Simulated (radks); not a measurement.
Results of a calculation; reference values are marked as such.
Q: The mean radii <r> (bohr) of the occupied orbitals of an atom or ion are listed with their occupations. Code: a radial shooting solver on a logarithmic mesh with Libxc functionals. Model: Dirac Kohn-Sham, PBE, spin-unpolarised, spherical densities, point nucleus.

| orbital | occ. | <r> |
|---|---|---|
| 1s1/2 | 2 | 0.04148 |
| 2s1/2 | 2 | 0.1832 |
| 2p1/2 | 2 | 0.1573 |
| 2p3/2 | 4 | 0.1613 |
| 3s1/2 | 2 | 0.5298 |
| 3p1/2 | 2 | 0.5329 |
| 3p3/2 | 4 | 0.5433 |
| 3d3/2 | 4 | 0.5512 |
| 3d5/2 | 6 | 0.5551 |
| 4p1/2 | 2 | 1.693 |
| 4p3/2 | 4 | 1.723 |

Name the element and its charge. Open shells, if any, are shared by 2j + 1.

A: Z = 36, krypton, charge +2: Kr2+ in [Ar] 3d10 4p6. The 1s radius gives Z: for a bare nucleus <r> = (2 gamma + 1)/(2Z) with gamma = sqrt(1 - (Z/c)^2), 0.04069 bohr for Z = 36, and screening makes it slightly larger (0.04148 here). The occupations add up to 34, and the charge is Z minus that.
